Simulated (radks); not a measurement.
Sb V, 47 electrons, occupied as [Kr] 4d9.75 5s1 5d0.25 (fractional occupations, a model configuration). Method: Dirac Kohn-Sham, exchange-only LDA, spin-unpolarised, spherical densities, finite nucleus; open shells fill j = l - 1/2 first; Fermi nuclear charge, rms radius 4.6802 fm; computed with a radial shooting solver on a logarithmic mesh with Libxc functionals.

Normalised radial functions P(r) = r R(r) (large component), r in bohr:

r	4p3/2
0.001527	0.0017
0.002352	0.0038
0.003651	0.0088
0.005624	0.0196
0.008733	0.0429
0.01345	0.0888
0.02089	0.1736
0.03243	0.3026
0.04996	0.4325
0.07757	0.4258
0.1195	0.0870
0.1855	-0.5081
0.2858	-0.6243
0.4437	0.2862
0.6889	1.1991
1.061	0.9469
1.648	0.2824
2.538	0.0283
3.941	0.0005
6.07	0.0000
9.425	0.0000

4p3/2: eigenvalue -142.39 eV, 2 radial nodes at r = 0.128, 0.399 bohr, <r> = 0.858 bohr, 90 % of the charge inside 1.26 bohr.
